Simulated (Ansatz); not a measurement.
A nudged elastic band was laid between two geometries of BF$_{2}$H$_{4}$N (8 atoms, charge 0, multiplicity 1).

These are results of RKS LDA/def2-SVP in Ansatz 0.2.0, not measurements.

```
movable images  : 5
climbing image  : yes
spring          : 5.0 eV/Å²
optimiser       : quadratic models (default)
start path      : through a guess of the saddle point
force threshold : 0.05 eV/Å
iteration limit : 60
end points      : relaxed
```

Image 0:

```xyz
8
Properties=species:S:1:pos:R:3
B 0.023 -0.120 0.168
H -0.642 0.575 0.954
F 1.358 0.189 0.100
F -0.548 -0.322 -1.062
N 0.026 -1.628 0.828
H -0.935 -2.003 0.878
H 0.600 -2.244 0.224
H 0.434 -1.610 1.777
```

Image 6:

```xyz
8
Properties=species:S:1:pos:R:3
B 0.341 -0.624 -0.581
H -0.622 0.017 2.838
F 1.551 -0.093 -0.685
F -0.634 -0.085 -1.300
N 0.100 -1.713 0.258
H -0.822 -2.142 0.345
H 0.839 -2.149 0.812
H -0.437 -0.375 2.182
```

Q: What changes between the two ends?

A: Bonds broken: B1–H2, N5–H8. Bonds formed: H2–H8. BF2H4N becomes BF2H2N + H2.

Q: Give the energies along the band, and the barrier.

A: The run converged. The highest image is number 3 of 0 to 6, 29.2 kcal/mol above the first end and 27.6 kcal/mol above the last; the last end lies 1.6 kcal/mol above the first. A vibrational analysis at the climbing image gives one clearly imaginary mode, 1180i cm⁻¹: a first-order saddle point. The orbitals stay closed-shell, which can raise the energy where a bond breaks towards radicals; this wasn't checked here.

```json
{"image": "0", "path coordinate (Å)": "0.00", "energy (kcal/mol)": "0.0", "B1–H2 (Å)": "1.24", "N5–H8 (Å)": "1.03", "H2–H8 (Å)": "2.57"}
{"image": "1", "path coordinate (Å)": "0.75", "energy (kcal/mol)": "0.3", "B1–H2 (Å)": "1.24", "N5–H8 (Å)": "1.03", "H2–H8 (Å)": "2.44"}
{"image": "2", "path coordinate (Å)": "1.51", "energy (kcal/mol)": "4.6", "B1–H2 (Å)": "1.25", "N5–H8 (Å)": "1.03", "H2–H8 (Å)": "1.89"}
{"image": "3", "path coordinate (Å)": "2.26", "energy (kcal/mol)": "29.2", "B1–H2 (Å)": "1.45", "N5–H8 (Å)": "1.37", "H2–H8 (Å)": "1.04"}
{"image": "4", "path coordinate (Å)": "3.13", "energy (kcal/mol)": "3.9", "B1–H2 (Å)": "2.25", "N5–H8 (Å)": "2.21", "H2–H8 (Å)": "0.79"}
{"image": "5", "path coordinate (Å)": "4.00", "energy (kcal/mol)": "1.8", "B1–H2 (Å)": "3.09", "N5–H8 (Å)": "2.43", "H2–H8 (Å)": "0.79"}
{"image": "6", "path coordinate (Å)": "4.86", "energy (kcal/mol)": "1.6", "B1–H2 (Å)": "3.61", "N5–H8 (Å)": "2.40", "H2–H8 (Å)": "0.79"}
```

Q: What is the geometry of the highest image?

A: 
```xyz
8
Properties=species:S:1:pos:R:3
B 0.138 -0.359 0.116
H -0.317 0.334 1.303
F 1.401 0.057 -0.072
F -0.774 -0.072 -0.828
N 0.014 -1.777 0.699
H -0.718 -2.376 0.298
H 0.895 -2.275 0.880
H -0.322 -0.696 1.472
```

Q: What are the harmonic wavenumbers there?

A: 1180i, 253, 333, 421, 554, 666, 756, 873, 955, 1056, 1202, 1346, 1399, 1423, 1915, 1997, 3446, 3570 cm⁻¹.

Time of the run: 64 s on 1 thread of Arm Neoverse V2 (shared host), peak memory 0.13 GiB.
